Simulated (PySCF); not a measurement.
An unknown shows these calculated signals:

$^{1}$H NMR (600 MHz, computed): δ 4.08 (br, 1H), 1.81 (s, 3H), 1.32 (s, 9H).

$^{13}$C{$^{1}$H} NMR (computed): δ 174.7 (C), 50.2 (C), 29.7 (CH3), 25.4 (CH3).

[PySCF 2.14: geometry from PBE0-D3(BJ)/def2-SVP; shieldings: GIAO CAM-B3LYP/pcSseg-1; averaged over atoms made equivalent by symmetry, fast rotation or ring inversion; single conformer; in vacuum; relativity neglected]

References, each an isolated molecule treated in the same way: TMS for $^{1}$H and $^{13}$C.

Question: Which of these does the molecule contain: a Si–CH3 group, a tert-butyl group, an NH or NH2 group, an amide, an OH group, a non-aromatic C=C double bond?

Answer: 
- A Si–CH3 group: no.
- A tert-butyl group: yes (δC 29.7, 50.2; δH 1.32 (s)).
- An NH or NH2 group: yes (δH 4.08 (br)).
- An amide: yes (δC 174.7).
- An OH group: no.
- A non-aromatic C=C double bond: no.

The data belong to `InChI=1S/C6H13NO/c1-5(8)7-6(2,3)4/h1-4H3,(H,7,8)`; they needn't prove each group on their own.

Carbon signals by region: 1 in the far downfield region (above 160 ppm), 1 at 50–100 ppm, 2 below 50 ppm. Above 160 ppm: 174.7, amide carbonyl carbon.

The OH or NH signal is concentration- and solvent-dependent in practice; the value given is the gas-phase one. Shifts are as computed, not scaled to solution data. Of 1211 compounds with measured shifts, 218 miss one by over three times the rms of a fit or turn the order of signals round; such compounds aren't used in these exercises. Hydrogen bonding in solution deshields acid and N–H amide carbonyl carbons by as much as 10 ppm beyond these values. No couplings were computed; multiplicities are counted from neighbouring protons, with m where these are inequivalent, close in shift, in a saturated or five-membered ring or joined by F or P, and br s for small geminal =CH2 splittings.
